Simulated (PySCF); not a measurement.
A species of formula C4H12BN has this rotational fingerprint, computed with PBE0-D3(BJ)/def2-SVP geometry optimisation, gas phase in PySCF:

```
Rotational constants : A = 4167, B = 2307, C = 2211 MHz
Dipole components    : |μa| = 1.20 D, |μb| = 1.08 D, |μc| = 0.11 D
Inertial defect      : -111.78 u·Å²
κ                    : -0.90
```

Question: Which candidate fits, each taken in the one conformer that was computed?
A. `[CH2:1]=[C:2]([CH3:3])[B@@H-:4]([CH3:5])[NH3+:6]` with C1–C2–B4–C5 -112°
B. BEt2(NH2), `CCB(N)CC`
C. `[CH3:1][B:2]([NH2:3])[CH:4]([CH3:5])[CH3:6]` with C1–B2–C4–C5 -63°

Answer: C. It is CB(N)C(C)C, a near-prolate asymmetric top. The candidates at the same level (rigid rotor, commonest isotopes):

```json
{"SMILES": "C=C(C)[B@@H-](C)[NH3+]", "A (MHz)": "4215", "B (MHz)": "2684", "C (MHz)": "1875", "μa (D)": "3.34", "μb (D)": "3.11", "μc (D)": "0.20", "Δ (u·Å²)": "-38.63", "point group": "C1", "rotor": "asymmetric top"}
{"SMILES": "CB(N)C(C)C", "A (MHz)": "4167", "B (MHz)": "2307", "C (MHz)": "2211", "μa (D)": "1.20", "μb (D)": "1.08", "μc (D)": "0.11", "Δ (u·Å²)": "-111.78", "point group": "near Cs", "rotor": "near-prolate asymmetric top"}
{"SMILES": "CCB(N)CC", "A (MHz)": "3371", "B (MHz)": "2853", "C (MHz)": "1782", "μa (D)": "0.08", "μb (D)": "1.60", "μc (D)": "0.02", "Δ (u·Å²)": "-43.42", "point group": "near C2", "rotor": "asymmetric top"}
```

`CCB(N)CC` has B 24 % too high; `C=C(C)[B@@H-](C)[NH3+]` has B 16 % too high. No structure here is proved a minimum.
